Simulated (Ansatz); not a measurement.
Species: C8H8Si, SMILES `C1=Cc2ccccc2[SiH2]1` (charge 0, multiplicity 1).

Problem. Give a relaxed geometry from PBE0-D3(BJ)/def2-SVP in Ansatz (a quantum-chemistry and plane-wave program).

Solution. the end point of this relaxation (outside a Z-matrix the atoms follow the SMILES, hydrogens last).
Z-matrix (Å, degrees):
```
C
C 1 1.3908
H 2 1.0937 1 120.51
C 2 1.3993 3 119.39 1 -180.00
H 4 1.0927 2 119.94 3 0.00
C 4 1.3938 5 119.91 2 -180.00
H 6 1.0928 4 119.83 5 0.00
C 6 1.3960 7 119.74 4 180.00
H 8 1.0935 6 120.29 7 0.00
C 8 1.3956 9 120.11 6 180.00
C 10 1.4748 8 124.81 9 0.00
C 11 1.3499 10 117.80 8 180.00
H 12 1.0920 11 121.88 10 180.00
H 11 1.0965 12 123.29 13 0.00
Si 12 1.8724 13 130.02 11 180.00
H 15 1.4956 12 114.27 13 62.48
H 15 1.4956 16 107.90 12 128.27
```
